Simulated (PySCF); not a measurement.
PySCF job for MoF6, SMILES [F][Mo]([F])([F])([F])([F])[F], multiplicity 1, C-PCM-B3LYP/def2-SVP. Geometry: B3LYP-D3(BJ)/def2-SVP. The spin state was assumed, not searched. The isomer is the one that the SMILES or the coordinates give; other isomers of the formula were not compared. The def2 effective core potentials stand for the cores of Mo; spin–orbit coupling is left out.

```python
import numpy as np
from pyscf import gto, scf, dft
from pyscf.solvent import pcm

mol = gto.M(
    atom='''
    Mo    0.00000000    0.00000000    0.00000000
    F     0.00000000    1.82848011    0.00000000
    F     0.00000000   -1.82848011    0.00000000
    F     0.00000000    0.00000000   -1.82848011
    F     1.82848011    0.00000000    0.00000000
    F    -1.82848011    0.00000000    0.00000000
    F     0.00000000    0.00000000    1.82848011
    ''',
    basis='def2-SVP',
    ecp={'Mo': 'def2-svp'},
    charge=0,
    spin=0,
    max_memory=1600,
    verbose=3,
)
mf = dft.RKS(mol, xc='b3lyp').density_fit(auxbasis='def2-universal-jkfit')
mf.grids.level = 3
mf.conv_tol = 1e-9
mf.max_cycle = 100
mf.kernel()
res = {}
for name, eps in {'water': 78.355, 'methanol': 32.613, 'ethanol': 24.852}.items():
    s = mf.PCM()
    s.with_solvent.method, s.with_solvent.eps, s.with_solvent.lebedev_order = 'C-PCM', eps, 29
    s.kernel(mf.make_rdm1())
    res[name] = (s.e_tot, eps, s.dip_moment(), s.mo_energy, s.converged)
    print(f'{name}: electrostatic solvation free energy {(s.e_tot - mf.e_tot) * 627.509474:.3f} kcal/mol')
```

Output:

```
converged SCF energy = -667.012561906475

WARN: PCM is an experimental feature. It is still in testing.
Features and APIs may be changed in the future.

converged SCF energy = -667.015645017277
Dipole moment(X, Y, Z, Debye):  0.00000,  0.00000,  0.00000
water: electrostatic solvation free energy -1.935 kcal/mol

WARN: PCM is an experimental feature. It is still in testing.
Features and APIs may be changed in the future.

converged SCF energy = -667.015587463625
Dipole moment(X, Y, Z, Debye):  0.00000,  0.00000,  0.00000
methanol: electrostatic solvation free energy -1.899 kcal/mol

WARN: PCM is an experimental feature. It is still in testing.
Features and APIs may be changed in the future.

converged SCF energy = -667.015556701474
Dipole moment(X, Y, Z, Debye):  0.00000,  0.00000,  0.00000
ethanol: electrostatic solvation free energy -1.879 kcal/mol
```

The calculation finished and met its thresholds.
